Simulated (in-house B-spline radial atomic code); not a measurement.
Configurations of Ne7+, with energies counted from [He] 2s1. Method: Dirac-Hartree-Fock, average of configuration, Fermi nucleus of rms radius 3.0055 fm. Calculated with an all-electron radial atomic-structure program (B-spline basis). Energies include first-order Breit, QED and recoil terms.

```csv
configuration,E - E(ref) (eV),highest orbital,its <r> (bohr)
[He] (4p1/2)1,183.86,4p1/2,2.838
[He] (5p3/2)1,203.79,5p3/2,4.518
[He] (5f5/2)1,204.11,5f5/2,3.937
[He] (5g9/2)1,204.12,5g9/2,3.437
[He] 6s1,214.05,6s1/2,6.557
[He] (6d5/2)1,214.75,6d5/2,6.371
[He] (6g7/2)1,214.76,6g7/2,5.499
```

Task: Order these further configurations by energy, lowest first.
A. [He] (3d5/2)1
B. [He] (4d5/2)1
C. [He] 3s1
D. [He] 5s1
E. [He] 4s1

Result: C (136.26 eV), A (142.14 eV), E (182.07 eV), B (184.49 eV), D (202.88 eV).

Task: How far above the reference does [He] (4f5/2)1 lie?

Result: 184.52 eV; its least bound orbital is 4f5/2 with <r> = 2.25 bohr.

Task: How far above the reference does [He] (6f7/2)1 lie?

Result: 214.76 eV; its least bound orbital is 6f7/2 with <r> = 5.999 bohr.

Task: How far above the reference does [He] (6p3/2)1 lie?

Result: 214.57 eV; its least bound orbital is 6p3/2 with <r> = 6.572 bohr.
